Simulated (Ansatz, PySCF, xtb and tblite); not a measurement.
Conformational energy of SMILES [CH3][Al]([CH3])[NH][SiH2]N (C2H11AlN2Si), singlet. Scanned: dihedral N3–Si1–N2–H9; all other coordinates were relaxed at GFN2-xTB.

Atom numbering (GFN2-xTB optimised geometry, Å):
```
17

Si     2.1568    -1.0843     0.0320
N      2.5633     0.5813    -0.1154
N      0.4193    -1.1134     0.0962
Al    -0.9927     0.0107    -0.0128
C     -0.7571     1.9870    -0.1353
C     -2.7827    -0.8740     0.0070
H      2.6859    -1.7446    -1.1685
H      2.6654    -1.7687     1.2395
H      1.9913     1.2358     0.3938
H      3.5328     0.8445    -0.0588
H      0.0984    -2.0729     0.1861
H     -1.6879     2.4876    -0.4201
H     -0.4338     2.4418     0.8067
H     -0.0046     2.2532    -0.8840
H     -2.9509    -1.4901    -0.8824
H     -3.6023    -0.1514     0.0501
H     -2.9013    -1.5423     0.8661
```

Computed with: RKS-B3LYP/6-31G* = PySCF with restricted B3LYP/6-31G*, spherical d, density fitting // GFN2-xTB; GFN2-xTB (xtb and tblite); RHF/LANL2DZ = PySCF 2.14.0 with restricted Hartree-Fock/LANL2DZ, with its core potentials past Ne // GFN2-xTB; CCSD(T)/cc-pVDZ = CCSD(T) on RHF/cc-pVDZ, frozen core // GFN2-xTB (Ansatz, a quantum-chemistry and plane-wave program).

Energies relative to the lowest point of each profile, in kJ/mol; the last columns give the difference from CCSD(T):

| φ / ° | RKS-B3LYP/6-31G* | GFN2-xTB | RHF/LANL2DZ | CCSD(T)/cc-pVDZ | RKS-B3LYP/6-31G* − CCSD(T)/cc-pVDZ | GFN2-xTB − CCSD(T)/cc-pVDZ | RHF/LANL2DZ − CCSD(T)/cc-pVDZ |
|---|---|---|---|---|---|---|---|
| -150 | 13.5 | 1.0 | 10.3 | 13.7 | -0.2 | -12.7 | -3.4 |
| -120 | 9.3 | 3.7 | 5.7 | 10.1 | -0.8 | -6.4 | -4.4 |
| -90 | 2.0 | 3.8 | 0.2 | 2.5 | -0.5 | 1.2 | -2.3 |
| -60 | 0.0 | 3.3 | 0.4 | 0.0 | 0.0 | 3.3 | 0.4 |
| -30 | 4.6 | 4.1 | 2.1 | 5.3 | -0.7 | -1.2 | -3.2 |
| 0 | 11.7 | 2.2 | 0.7 | 13.9 | -2.2 | -11.7 | -13.3 |
| 30 | 11.5 | 0.0 | 6.4 | 11.7 | -0.2 | -11.7 | -5.3 |
| 60 | 3.0 | 1.3 | 3.5 | 1.7 | 1.4 | -0.4 | 1.8 |
| 90 | 1.7 | 3.8 | 0.0 | 2.3 | -0.5 | 1.5 | -2.3 |
| 120 | 8.9 | 3.7 | 5.3 | 9.6 | -0.8 | -5.9 | -4.4 |
| 150 | 13.6 | 1.0 | 10.5 | 13.8 | -0.2 | -12.8 | -3.3 |
| 180 | 6.1 | 0.1 | 2.1 | 5.8 | 0.3 | -5.7 | -3.7 |

RKS-B3LYP/6-31G* is furthest from CCSD(T)/cc-pVDZ at 0 (-2.2 kJ/mol, below); its mean absolute difference over the points is 0.6 kJ/mol.

GFN2-xTB is furthest from CCSD(T)/cc-pVDZ at 150 (-12.8 kJ/mol, below); its mean absolute difference over the points is 6.2 kJ/mol.

RHF/LANL2DZ is furthest from CCSD(T)/cc-pVDZ at 0 (-13.3 kJ/mol, below); its mean absolute difference over the points is 4.0 kJ/mol.
